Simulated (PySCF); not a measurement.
Cd(Cl)(OH), SMILES [OH][Cd][Cl] (HCdClO) (CAM-B3LYP/def2-SVP optimised geometry):

```
4

Cd     0.050     0.326     0.000
Cl     2.321     0.326     0.000
O     -1.900     0.433     0.000
H     -2.321    -0.433     0.057
```

Method: CAM-B3LYP/def2-TZVP, def2 effective core potentials past Kr in PySCF.

Task: What are the frontier orbital energies and the dipole moment?

Result: HOMO-2 -10.40 eV, HOMO-1 -10.18 eV, HOMO -9.82 eV, LUMO -0.94 eV, LUMO+1 0.31 eV; dipole moment 1.82 D.
